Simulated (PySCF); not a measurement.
Sb(H)(TeH)2 (H3SbTe2), SMILES [TeH][SbH][TeH].

Coordinates come from a PBE0-D3(BJ)/def2-SVP optimisation. The structure was generated by enumeration; whether it is a known compound was not checked. The def2 effective core potentials stand for the cores of Sb, Te; spin–orbit coupling is left out.

Two levels are set side by side: TDA-PBE/def2-SVPD (PySCF) and TDA-ωB97X/def2-SVPD (PySCF). Vertical, same geometry. The lowest singlet is HOMO→LUMO 90 % with PBE and HOMO→LUMO 71 %, HOMO−1→LUMO+1 20 % with the other functional; states are paired by order. Differences are taken from unrounded values.

```tsv
quantity	TDA-PBE
lowest singlet excitation (eV)	3.00
lowest triplet excitation (TDA) (eV)	2.45
first bright state (f over 0.05) (eV)	3.91
its oscillator strength	0.14
```

Question: These are the TDA-PBE values. What does TDA-ωB97X give? (The exact figures need the calculation; the answer reports its results.)

Answer: 
```json
[
 {"quantity": "lowest singlet excitation (eV)", "TDA-ωB97X": "3.44", "TDA-PBE minus TDA-ωB97X": "-0.44"},
 {"quantity": "lowest triplet excitation (TDA) (eV)", "TDA-ωB97X": "2.99", "TDA-PBE minus TDA-ωB97X": "-0.55"},
 {"quantity": "first bright state (f over 0.05) (eV)", "TDA-ωB97X": "5.01", "TDA-PBE minus TDA-ωB97X": "-1.11"},
 {"quantity": "its oscillator strength", "TDA-ωB97X": "0.32", "TDA-PBE minus TDA-ωB97X": "-0.18"}
]
```

A lower first singlet is the usual sign of a functional without exact exchange. Differences between two approximate levels are no errors against the true value.

Rough cost on one machine, each run with all the roots and properties that it gave: TDA-ωB97X against TDA-PBE about 4 times.
